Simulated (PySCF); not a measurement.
Species: C₂H₁₀NSi₂, charge -1, multiplicity 1. It need not be the lowest isomer of its formula. Whether it binds its extra electron was not tested at this geometry. 
Geometry from a B3LYP-D3(BJ)/def2-TZVP (Ansatz) optimisation:
SMILES: [SiH2-]N[SiH](C)C
```xyz
15

Si    -0.7437    -0.1512    -0.4297
C     -2.0395     1.0951    -1.0445
C     -1.3304    -0.8690     1.2052
N      0.7774     0.5810    -0.2752
Si     2.3151    -0.1700     0.4434
H     -0.8153    -1.2836    -1.4192
H     -3.0165     0.6210    -1.1811
H     -1.7436     1.5261    -2.0055
H     -2.1551     1.9160    -0.3314
H     -2.2736    -1.4111     1.0862
H     -0.5731    -1.5521     1.5928
H     -1.4696    -0.0765     1.9451
H      0.9852     1.3309    -0.9159
H      1.8223    -0.3457     1.8968
H      2.0181    -1.6518     0.1026
```
Charge -1, spin multiplicity 1.

Dispersion corrections to the total energy (kcal/mol) from the dftd3 and dftd4 libraries through PySCF: D3(BJ) without and D4 with the three-body term, each with the damping fitted for the functional named.

| functional | D3(BJ) | D4 |
|---|---|---|
| r2SCAN | -2.58 | (withheld) |
| CAM-B3LYP | -7.32 | -8.51 |
| HSE06 | -6.22 | -7.81 |
| PW6B95 | -4.89 | -8.11 |
| B2GP-PLYP | -6.40 | (withheld) |
| TPSSh | -10.31 | (withheld) |
| HF | -61.64 | -32.49 |

Some entries are withheld; supply them.


- r2SCAN, D4: -2.56
- B2GP-PLYP, D4: -4.23
- TPSSh, D4: -11.99
